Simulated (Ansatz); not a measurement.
Computed with Ansatz on PBE0-D4/def2-TZVP structures; ΔE is electronic, products minus reactants. CCSD(T)/CBS is the MP2 limit (def2-TZVPP, def2-QZVPP) plus CCSD(T) − MP2 in def2-TZVPP, frozen cores. Functionals use def2-TZVPP. One conformer a species, not always the lowest.

`C=C[SiH2][AlH2]` + `NB(O)F` → `OB(F)[NH][AlH2]` + `C=C[SiH3]`  (cleavage of the Al–Si bond)

**Question.** Is it downhill or uphill in electronic energy at CCSD(T)/CBS, and by how much? (Best estimate.)

**Answer.** Computed: Downhill: ΔE = -1.09 eV.

**Question.** What do these levels give: PBE-D4, r2SCAN-D4, B97M-V, BHLYP-D4, ωB97M-V, PBE-QIDH, r2SCANh, BHLYP, MP2/def2-SVP, HF/def2-TZVPP, MP2/def2-TZVPP, SCS-MP2/def2-QZVPP? (An estimate is asked.)

**Answer.** Ansatz gave: PBE-D4 -0.89, r2SCAN-D4 -1.05, B97M-V -1.09, BHLYP-D4 -1.14, ωB97M-V -1.15, PBE-QIDH -1.05, r2SCANh -1.06, BHLYP -1.15, MP2/def2-SVP -1.24, HF/def2-TZVPP -1.20, MP2/def2-TZVPP -1.19, SCS-MP2/def2-QZVPP -1.20 eV.

Largest T1 diagnostic among the species: 0.012.

From BLYP to BHLYP (50 % exact exchange), in def2-TZVPP and without D4, ΔE moves by −0.09 eV. At CCSD(T), def2-SVP lies −0.07 eV from the extrapolated value and def2-TZVPP −0.02 eV.
